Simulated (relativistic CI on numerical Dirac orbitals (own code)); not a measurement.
# The 36-electron sequence from Kr I to Sb XVI

These numbers are calculated, not measured: Dirac-Coulomb-Breit CI, KLI orbitals optimised for each configuration, model QED (radiative potential, 1s self-energy scaled to tabulated hydrogen-like ionisation energies), valence Slater integrals scaled by 0.9, P86 correlation energy added to each configuration (own radial code, finite nucleus).

Configurations in the expansion (outside the closed core [Ar] 3d10): 4s²4p⁶, 4s²4p⁵4d, 4s4p⁶4d, 4s²4p⁵4f, 4s4p⁶4f, 4p⁶4d², 4p⁵4d³, 4p⁵4d²4f. Double excitations out of closed p, d and f shells are left out; levels of such configurations are missing from the list, as are those of other unlisted configurations, and high levels can miss mixing partners.

Energies above each ion's lowest level, in eV. Levels are followed by their leading LS label, which can pass from one level to another where the coupling changes.

| Ion | 4s²4p⁶ ¹S0 | 4s²4p⁵4d ³P°0 | 4s²4p⁵4d ³P°1 | 4s²4p⁵4d ³F°4 | 4s²4p⁵4d ³P°2 |
| --- | --- | --- | --- | --- | --- |
| Kr I | 0 | 12.066 | 12.101 | 12.145 | 12.161 |
| Rb II | 0 | 17.606 | 17.72 | 18.128 | 17.947 |
| Sr III | 0 | 21.98 | 22.143 | 22.766 | 22.472 |
| Zr V | 0 | 29.984 | 30.257 | 31.125 | 30.808 |
| Nb VI | 0 | 33.804 | 34.138 | 35.104 | 34.815 |
| Mo VII | 0 | 37.548 | 37.949 | 39.013 | 38.761 |
| Tc VIII | ? | ? | ? | ? | ? |
| Ru IX | 0 | 44.877 | 45.427 | 46.715 | 46.535 |
| Rh X | 0 | 48.483 | 49.113 | 50.532 | 50.382 |
| Pd XI | 0 | 52.059 | 52.775 | 54.338 | 54.209 |
| Ag XII | 0 | 55.611 | 56.416 | 58.138 | 58.021 |
| Cd XIII | 0 | 59.142 | 60.041 | 61.938 | 61.82 |
| In XIV | 0 | 62.656 | 63.652 | 65.743 | 65.606 |
| Sn XV | 0 | 66.157 | 67.254 | 69.558 | 69.38 |
| Sb XVI | 0 | 69.646 | 70.847 | 73.386 | 73.14 |

Problem. Fill in the row of Tc VIII.

Solution. 4s²4p⁶ ¹S0 0, 4s²4p⁵4d ³P°0 41.235, 4s²4p⁵4d ³P°1 41.708, 4s²4p⁵4d ³F°4 42.879, 4s²4p⁵4d ³P°2 42.664 (eV).

The lowest level keeps the configuration 4s²4p⁶ and J = 0 throughout.

Between Z = 48 and 51 the energy of 4s²4p⁵4d ³P°0 follows a local power law Z^2.7. For orientation: electrostatic splittings inside a shell grow about linearly with the screened charge, excitations that change n as its square, and fine structure as its fourth power; written in Z itself the exponents are larger, since the screened charge grows faster in proportion.

The members near neutrality are the least accurate: they can be off by several eV, miss lower levels of configurations outside the list, or start from a wrong lowest level.
